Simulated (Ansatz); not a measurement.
H6AlSi2, SMILES `[SiH3][Al-][SiH3]` (lower singlet) (charge -1, multiplicity 1). This singlet lies 0.60 eV below the relaxed triplet at the level frozen-core CCSD(T)/aug-cc-pVDZ // B3LYP-D3(BJ)/def2-TZVPD (Ansatz, a program for electronic structure).

Calculation: LC-ωPBE/aug-cc-pVTZ // B3LYP-D3(BJ)/def2-TZVPD run with Ansatz.

Ansatz 0.2 input:
```yaml
crystal:
  periodic: [false, false, false]
  atoms:
    - { symbol: Si, position_ang: [1.753993, -0.031444, -0.222619] }
    - { symbol: Al, position_ang: [0.005539, 1.61454, -1.175601] }
    - { symbol: Si, position_ang: [-1.752501, 0.198187, 0.080849] }
    - { symbol: H, position_ang: [3.203053, 0.39451, -0.243352] }
    - { symbol: H, position_ang: [1.78507, -1.262626, -1.097] }
    - { symbol: H, position_ang: [1.629382, -0.616871, 1.162307] }
    - { symbol: H, position_ang: [-3.19765, 0.346094, -0.33309] }
    - { symbol: H, position_ang: [-1.798723, 0.656728, 1.519373] }
    - { symbol: H, position_ang: [-1.628164, -1.299117, 0.219093] }
basis:
  gaussian: { orbitals: aug-cc-pVTZ }
hamiltonian:
  xc: lc_wpbe
total_charge: -1
```

Output:

```
Functional definition: LC-wPBE
1404 factors; their error is unknown
745 factors; integrals over basis functions are off by at most 2.8e-5 eV
mean field evaluation 1: about -22442.5253 eV, gradient 1.1e1 eV
mean field evaluation 2: about -22443.3393 eV, gradient 3.6e0 eV
mean field evaluation 4: about -22443.4697 eV, gradient 3.8e-1 eV
mean field evaluation 8: about -22443.4752 eV, gradient 3.5e-2 eV
mean field evaluation 16: about -22443.4555 eV, gradient 4.3e-5 eV
mean field -22443.45545997 eV, -824.7817754333 hartree, gradient 4.3e-5 eV, S^2 0.000000; 0 other end points of the search recorded, 0 dependent functions left out
reference -22443.45545998 eV, -824.7817754338 hartree; 24, 24 occupied and 264, 264 virtual orbitals, 1404 factors
Total energy: -22443.45545998 eV, -824.7817754338 hartree
```
